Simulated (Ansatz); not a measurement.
Reaction (cleavage of the Si–Si bond): `O[Si@H](F)[Si@H](O)F` + `[SH][GeH3]` → `O[SiH](F)[S][GeH3]` + `O[SiH2]F`

Gas-phase electronic energies from Ansatz, PBE0-D4/def2-TZVP geometries. CCSD(T)/CBS adds triple-zeta CCSD(T) − MP2 to the extrapolated MP2 energy (def2 sets, frozen cores). Functionals use def2-TZVPP. For Ge outer-core shells are correlated without core-valence functions, which leaves a few kJ/mol of doubt a bond. Scalar relativity is left out up to krypton. Each species was taken in one conformer, which may not be the lowest.

```json
{"species": "`O[Si@H](F)[Si@H](O)F`", "PBE0-D4 energy (Eh)": "-931.34934"}
{"species": "`[SH][GeH3]`", "PBE0-D4 energy (Eh)": "-2477.22380"}
{"species": "`O[SiH](F)[S][GeH3]`", "PBE0-D4 energy (Eh)": "-2942.34341"}
{"species": "`O[SiH2]F`", "PBE0-D4 energy (Eh)": "-466.26607"}
```

(1) Work out ΔE.

Largest T1 diagnostic among the species: 0.013.

Results:

(1) ΔE = (-2942.34341) + (-466.26607) − (-931.34934) − (-2477.22380) = -0.03634 Eh = -0.99 eV. CCSD(T)/CBS gives -1.10 eV.

Leaving LDA and LC-ωPBE aside and taking each functional with its dispersion term where it has one, the values, not all of them listed here, spread over 0.20 eV, from ωB97M-V to PBE-D4. LDA lies −0.07 eV from PBE without D4. From PBE to PBE0 (25 % exact exchange), in def2-TZVPP and without D4, ΔE moves by −0.09 eV. The D4 term adds −0.05 eV with B3LYP and −0.03 eV with PBE0; it sums over pairs of atoms, weighted by their polarisabilities, and B3LYP, whose exchange is more repulsive, gets the larger term.

B3LYP here is the variant with VWN-RPA as its local correlation; programs differ in this.
